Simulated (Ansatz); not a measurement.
Calculated with Ansatz (gas phase, PBE0-D4/def2-TZVP geometries, no zero-point term in ΔE). CCSD(T)/CBS is the MP2 limit (def2-TZVPP, def2-QZVPP) plus CCSD(T) − MP2 in def2-TZVPP, frozen cores. This one scheme is used for every species. DFT in def2-TZVPP.

Reaction (substitution at a C–C bond): `CC1([SiH3])BO1` + H–F → `FC1([SiH3])BO1` + CH₄

```
         species  PBE0 energy (Eh)
`CC1([SiH3])BO1`        -469.71055
             H–F        -100.39405
`FC1([SiH3])BO1`        -529.61935
             CH₄         -40.47541
```

Problem. Work out ΔE.

Solution. ΔE = (-529.61935) + (-40.47541) − (-469.71055) − (-100.39405) = 0.00984 Eh = +6.2 kcal/mol. CCSD(T)/CBS gives +9.5 kcal/mol.

Largest T1 diagnostic among the species: 0.016.

From PBE to PBE0 (25 % exact exchange), in def2-TZVPP and without D4, ΔE moves by +1.6 kcal/mol. In def2-TZVPP, CCSD(T) changes the Hartree–Fock value by +4.7 kcal/mol (the triples alone add +0.4 kcal/mol) and MP2 by +7.1 kcal/mol.
